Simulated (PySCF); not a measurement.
Atom-mapped SMILES (the numbers label the heavy atoms): `[CH3:1][S:2][BH2-:3][PH3+:4]`. Each H is labelled by its parent atom.

[PySCF 2.14: geometry: PBE0-D3(BJ)/def2-SVP; shieldings: GIAO HF/pcSseg-2; non-relativistic Hamiltonian; gas phase; averaged over atoms made equivalent by symmetry, fast rotation or ring inversion; one conformer]

References, each an isolated molecule treated in the same way: TMS for ¹³C, ¹H; CS2 for ³³S; ¹¹B against BF3·OEt2; ³¹P vs H3PO4.

```json
{"atoms": "P4", "nucleus": "³¹P", "count": "1", "δ (ppm)": "-126.7"}
{"atoms": "H(B3)", "nucleus": "¹H", "count": "2", "δ (ppm)": "2.18"}
{"atoms": "H(C1)", "nucleus": "¹H", "count": "3", "δ (ppm)": "1.69"}
{"atoms": "C1", "nucleus": "¹³C", "count": "1", "δ (ppm)": "17.0"}
{"atoms": "S2", "nucleus": "³³S", "count": "1", "δ (ppm)": "?"}
{"atoms": "B3", "nucleus": "¹¹B", "count": "1", "δ (ppm)": "-23.7"}
{"atoms": "H(P4)", "nucleus": "¹H", "count": "3", "δ (ppm)": "?"}
```

Question: Estimate the values marked ?.

Answer: 
- H(P4): 4.02 ppm, hydrogen on a phosphorus bonded to B
- S2: -211 ppm, sulfur bonded to C, B

Hydrogens on boron are broadened and split by ¹¹B (spin 3/2, 80 %) and 10B (spin 3). Shifts are as computed, not scaled to solution data. Of 1211 compounds with measured shifts, 218 miss one by over three times the rms of a fit or turn the order of signals round; such compounds aren't used in these exercises. Experimental scales use liquid or dissolved standards, which lie at an offset from isolated H3PO4.
